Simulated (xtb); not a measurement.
Zn(Me)(SH) (CH4SZn), SMILES [Zn]([SH])[CH3]. All values are semi-empirical tight-binding results from xtb (GFN2-xTB unless named), good for trends rather than for accurate numbers. Coordinates come from a GFN2-xTB optimisation. One conformer was computed; it need not be the lowest.

Optimised geometry:

Bond lengths (Å): Zn1–C2 2.023, Zn1–S6 2.285, C2–H3 1.083, C2–H4 1.083, C2–H5 1.085, S6–H7 1.322. Angles (°): C2–Zn1–S6 169.0, Zn1–C2–H3 111.4, Zn1–C2–H4 111.1, Zn1–C2–H5 109.2, H3–C2–H4 108.3, H3–C2–H5 108.4, H4–C2–H5 108.4, Zn1–S6–H7 96.2.

For metal compounds this method's bond lengths and energies can be far off.

Computed properties:
- orbital gap = 3.67 eV
- zero-point energy = 26.4 kcal/mol
- G − E(el) at 298.15 K (modified RRHO) = 6.9 kcal/mol

Computed atomic charges and the Wiberg bond orders between heavy atoms:
charges (e) Zn1 0.29, C2 -0.19, H3 0.06, H4 0.06, H5 0.06, S6 -0.44, H7 0.17. Bond orders Zn1–C2 0.78, Zn1–S6 0.78, C2–S6 0.30.
